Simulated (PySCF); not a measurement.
FH₂O₂STa, SMILES [OH][Ta]([OH])([F])=[S], multiplicity 1. Heavy atoms are numbered as in [Ta:1](=[S:2])([F:3])([OH:4])[OH:6]. Hydrogens are named by the atom that carries them.

The structure is a stationary point at B3LYP-D3(BJ)/def2-SVP. The spin state was assumed, not searched. The structure was generated by enumeration; whether it is a known compound was not checked. The def2 effective core potentials stand for the cores of Ta; spin–orbit coupling is left out. The values are those of a single conformer.

Calculation: r2SCAN/def2-TZVP (PySCF).

ESP charges are fitted to the potential on shells at 1.4 to 2.0 van der Waals radii. Atomic charges (e), one atom of each kind:

| atom | Mulliken | ESP fit |
|---|---|---|
| Ta1 | 1.41 | ? |
| S2 | -0.43 | ? |
| F3 | -0.40 | ? |
| O4 (OH) | -0.65 | -0.50 |
| H on O4 | 0.36 | 0.38 |

Task: Fill in the missing entries. (An estimate is asked for; the answer gives what the named calculation found.)

Result: 
- Ta1, ESP fit: 0.88
- S2, ESP fit: -0.40
- F3, ESP fit: -0.23
